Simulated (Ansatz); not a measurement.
Cs₃H₃, relaxed as a singlet with RKS PBE-D4/def2-TZVP in Ansatz, starting from the GFN1-xTB geometry. Force threshold 0.02 eV/Å.

In the def2 sets Cs takes a core potential; there is no spin–orbit coupling. The structure comes from a short search, and lower isomers may exist.

Start:

```xyz
6

Cs   -0.5833   -0.1180    2.0533
Cs    0.9140   -1.3222   -1.4079
Cs   -0.6055    2.6192   -1.1383
H     0.5620   -2.5287    1.1428
H     1.4635    1.2601    0.1654
H    -1.7506    0.0896   -0.8152
```

```json
{"step": "1", "energy (eV)": "-1693.2615", "largest force component (eV/Å)": "0.262", "SCF passes": "26"}
{"step": "2", "energy (eV)": "-1693.3572", "largest force component (eV/Å)": "0.127", "SCF passes": "27"}
{"step": "3", "energy (eV)": "-1693.3661", "largest force component (eV/Å)": "0.045", "SCF passes": "25"}
{"step": "4", "energy (eV)": "-1693.3672", "largest force component (eV/Å)": "0.014", "SCF passes": "25"}
```

Force components are those of the run's own axes.

End:

```
atom   x (Å)   y (Å)   z (Å)
 Cs1  -0.554  -0.221   2.073
 Cs2   0.926  -1.414  -1.345
 Cs3  -0.616   2.699  -1.191
  H4   0.558  -2.476   1.109
  H5   1.251   1.218   0.107
  H6  -1.565   0.194  -0.753
```

By distances, no bond broke or formed. The bond that changes most is Cs2–H4, from 2.84 to 2.70 Å (atoms count from 1). The end is the same structure that another start reached.

No frequencies were taken in this run, so the end may be a saddle point.

Run time 13 s (4 threads of Intel Xeon on a shared host).
